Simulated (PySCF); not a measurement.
# Telling isomers of C₅H₅FO apart by NMR

[PySCF: spin–spin couplings from B3LYP/pcJ-1 (spin–dipole term left out of most H,H and C,H couplings); NMR shieldings at PBE0/pcSseg-1/GIAO; structure optimised with GFN2-xTB; one computed conformer; gas phase; no relativistic terms; fast rotation and ring inversion assumed for equivalent nuclei]

Shifts are taken against calculated references (same method and geometry level): $^{1}$H (σ = 31.72 ppm), $^{13}$C (σ = 186.93 ppm) vs TMS. Multiplet labels drop J under 1 Hz and among equivalent protons, and merge close values. Unscaled 3J(H,H) run several per cent high. Splittings of carbon signals by F and P are missing where no couplings were computed. Where no couplings were computed, multiplicities follow the n + 1 count of equivalent neighbours, and m marks all less simple cases (inequivalent or close neighbours, rings, F or P nearby). One-bond C–F couplings are unscaled and too large by tens of Hz. Shifts are as computed. Against solution values, carbons near 30 ppm lie about +3 ppm off and those near 130 ppm about +5 ppm. Of 1313 compounds with measured shifts, 239 miss one by over three times the rms of a fit or turn the order of signals round; such compounds aren't used in these exercises.

(1) Tabulate the signals of `C=CCC(F)=C=O`, `C=C(C)C(F)=C=O` and their relative energies.

(2) What is the quickest way to tell C=CCC(F)=C=O from C=C(C)C(F)=C=O?

## Answers

(1) 
```tsv
SMILES	carbon types	δC	δH	E rel. (kcal/mol)
C=CCC(F)=C=O	2×C 1×CH 2×CH2	255.2, 144.5, 123.7, 123.6, 39.5	6.73 (m, 1H), 5.52 (m, 1H), 5.45 (m, 1H), 3.26 (m, 2H)	8.2
C=C(C)C(F)=C=O	3×C 1×CH2 1×CH3	264.5, 135.8, 130.7, 114.8, 19.2	5.47 (d of quint, 1H), 5.14 (d of quint, 1H), 1.73 (dt, 3H)	0.0
```

Energies are electronic energies at PBE0/pcSseg-1 on these geometries, without zero-point or thermal terms, each for the one conformer computed, which needn't be the lowest.

(2) Both give the same number of carbon signals, but DEPT or the intensities differ. The first has an alkene CH at 144.5 ppm, the second an allylic methyl carbon (CH3) at 19.2 ppm. Their most deshielded carbons lie at 255.2 and 264.5 ppm. In the proton spectra the most deshielded non-exchanging signals are 6.73 (m, 1H) and 5.47 (d of quint, J = 2.6, 1.3 Hz, 1H).
